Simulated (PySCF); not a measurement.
A structure optimised at B3LYP-D3(BJ)/def2-SVP, used in a PySCF frequency run:

```xyz
10

C      2.5027    -0.2044    -1.5334
C      1.4040    -0.4161    -0.8567
C      0.2818    -0.6020    -0.1992
F      0.1832    -1.5332     0.7706
C     -0.9800     0.1501    -0.4361
Cl    -1.4219     1.1882     0.9862
H      2.7153    -0.7387    -2.4677
H      3.2576     0.5130    -1.1883
H     -1.8187    -0.5455    -0.5826
H     -0.8825     0.8047    -1.3096
```
Charge 0, spin multiplicity 1.

Task: Write its SMILES and formula.

Result: C=C=C(F)CCl, C4H4ClF

Task: What are its rotational constants (standard atomic weights)?

Result: 5.3507, 1.5363, 1.3137 GHz
